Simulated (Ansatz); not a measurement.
H₃NbO₄, SMILES `[O]=[Nb]([OH])([OH])[OH]`. Charge 0, multiplicity 1. Nb takes the def2 core potential.

```xyz
8

O     1.5011   -0.7750    0.5040
Nb    0.0557   -0.0287    0.0186
O     0.2053    0.4895   -1.8042
O    -0.2474    1.5032    1.1025
O    -1.3788   -1.2589    0.2244
H     0.9417    0.3793   -2.4065
H     0.2836    1.8528    1.8189
H    -1.3611   -2.1622    0.5423
```

Question: What are the harmonic wavenumbers in cm⁻¹ at PBE0-D4/def2-TZVP (Ansatz, finite differences of forces, unscaled)? (An estimate is asked.)

Answer: Computed: 201, 201, 206, 217, 217, 327, 352, 352, 524, 524, 540, 711, 736, 736, 1038, 3929, 3929, 3935.

Question: Is this a minimum?

Answer: Yes, all 18 modes are real.

Question: Give the ideal-gas thermochemistry at 298.15 K and 1 bar (rigid rotor, harmonic oscillator; point group C3v, symmetry number 3).

Answer: Zero-point energy 111.7 kJ/mol; H(298) − E = 134.2 kJ/mol; entropy 344.1 J/(mol·K), of which translation 172.1, rotation 102.7, vibration 69.3; G(298) − E = 31.6 kJ/mol.

Question: And at 400, 500, 600, 800 and 1000 K?

Answer: 
```csv
T (K),H − E (kJ/mol),S (J/mol/K),G − E (kJ/mol)
400,146.9,380.7,-5.4
500,160.4,410.8,-45.0
600,174.6,436.6,-87.4
800,204.1,479.1,-179.1
1000,234.7,513.2,-278.5
```
